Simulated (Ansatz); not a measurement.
ClK, charge +1, doublet, geometry from GFN2-xTB (such geometries of metal compounds can be far from the true shape) (a state made from the parent by changing its charge; the spin is typed, not shown lowest); CASSCF(5,4)/STO-3G (Ansatz, a program for electronic structure).

Here is a job for Ansatz.
Ansatz 0.2 input:
```yaml
crystal:
  periodic: [false, false, false]
  atoms:
    - {symbol: K, position_ang: [-0.00000000, -0.00000000, -1.52940830]}
    - {symbol: Cl, position_ang: [0.00000000, 0.00000000, 1.70933869]}
basis:
  gaussian:
    orbitals: STO-3G
hamiltonian:
  xc: hf
total_charge: 1
correlation: {active_space: {window: {electrons: 5, orbitals: 4}}}
magnetization: {spin_polarized: false, initial_magnetization: 1}
```

Output, abridged:

```
Functional definition: HF
250 factors; integrals over basis functions are off by at most 9.9e-5 eV
mean field evaluation 1: about -28505.5431 eV, gradient 5.8e0 eV
mean field evaluation 2: about -28505.5509 eV, gradient 5.9e0 eV
mean field evaluation 4: about -28505.7243 eV, gradient 2.4e-1 eV
mean field evaluation 8: about -28505.7250 eV, gradient 1.3e-6 eV
mean field evaluation 16: about -28505.7250 eV, gradient 3.8e-7 eV
mean field evaluation 32: about -28505.3923 eV, gradient 2.1e-1 eV
mean field evaluation 64: about -28505.3602 eV, gradient 1.1e-6 eV
mean field -28505.72498501 eV, -1047.5660713247 hartree, gradient 7.8e-6 eV, S^2 0.750000; 9 other end points of the search recorded, 0 dependent functions left out
reference -28505.72498501 eV, -1047.5660713247 hartree; 18, 17 occupied and 4, 5 virtual orbitals, 250 factors
state -28505.76541935 eV, -1047.5675572595 hartree
Total energy: -28505.76541935 eV, -1047.5675572595 hartree
```
